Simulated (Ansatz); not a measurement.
`C1=N[SiH2]CS1`, relaxed with RKS PBE0-D4/def2-TZVP in Ansatz 0.2.0 from a PBE-D4/def2-SVP geometry. The force threshold is 0.005 eV/Å; the program also tests the step.

Charge 0, multiplicity 1.

Start:

```xyz
10

C     0.543    0.061    1.633
N    -0.707   -0.114    1.432
Si   -1.113   -0.154   -0.292
C     0.638    0.099   -1.068
S     1.788    0.250    0.350
H     0.990    0.115    2.651
H    -1.725   -1.470   -0.678
H    -2.065    0.951   -0.653
H     0.951   -0.760   -1.694
H     0.700    1.020   -1.681
```

(1) How much energy does the relaxation release, and in how many steps? (Estimate.)

(2) Which bonds change most? (Estimate.)

(3) Give the relaxed structure. (An estimate is asked.)

## Answers

(1) Computed: 6.42 kJ/mol, in 7 steps, 1 of them rejected.

(2) The calculation gave: C1–S5 from 1.798 to 1.769 Å; N2–Si3 from 1.772 to 1.743 Å; C4–S5 from 1.832 to 1.805 Å; Si3–C4 from 1.931 to 1.905 Å.

(3) Ansatz gave: 
```xyz
10

C     0.538    0.061    1.614
N    -0.697   -0.111    1.412
Si   -1.093   -0.151   -0.285
C     0.630    0.098   -1.059
S     1.756    0.244    0.345
H     0.972    0.113    2.617
H    -1.697   -1.453   -0.667
H    -2.033    0.941   -0.644
H     0.935   -0.748   -1.674
H     0.689    1.006   -1.659
```
